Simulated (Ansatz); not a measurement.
Cost and result up the ladder for the cluster Ge₃O₃ (6 atoms). The state is a singlet with charge 0. Geometry: r2SCAN-D4/def2-SVP.

```xyz
6

Ge   -1.084    0.809   -0.862
Ge    0.233   -1.430   -1.767
Ge    0.570    0.027    1.131
O     1.464   -0.128    2.496
O    -2.128    2.071   -0.797
O     0.945   -1.349   -0.200
```

Ansatz on 4 threads of Arm Neoverse V1 on a shared host. Times are rough, and most runs start from the orbitals of an earlier one. No level here is sound enough to serve as a yardstick. Binding counts from free atoms at the same level (Ge triplet, O triplet; other spins of the atoms weren't run), without zero-point energy or a counterpoise term.

Correlated methods freeze 30 core orbitals; core or outer-core shells of Ge are correlated, in sets that lack core-valence functions. The rows differ in basis, and correlated rows in double-zeta sets carry the largest basis error. Another isomer (singlet) lies 4.12 eV lower at PBE0-D4/def2-TZVP; other spin states weren't run for this one.

Run but left out: B2PLYP/def2-TZVP (restricted singlet, unstable in another Hartree–Fock run and untested here).

Correlated methods converge slowly with the basis, most of all in double-zeta sets.

| level | functions | wall time |
| --- | --- | --- |
| revPBE-D4/def2-TZVP | 237 | 2.9 s |
| PBE-D4/def2-TZVP (with forces) | 237 | 3.6 s |
| PBE0-D4/def2-TZVP | 237 | 6.5 s |
| r2SCAN-D4/def2-TZVP | 237 | 6.5 s |
| CCSD(T)/def2-SVP | 138 | 33 s |

**Question.** Estimate what each level gives for the binding energy per atom (eV).

**Answer.** 
```csv
level,binding energy per atom (eV),remarks
revPBE-D4/def2-TZVP,3.65,restricted SCF unstable in HF
PBE-D4/def2-TZVP (with forces),3.83,restricted SCF unstable in HF
PBE0-D4/def2-TZVP,3.47,restricted SCF unstable in HF
r2SCAN-D4/def2-TZVP,3.61,restricted SCF unstable in HF
CCSD(T)/def2-SVP,3.14,"large T1 (0.027), restricted SCF unstable"
```
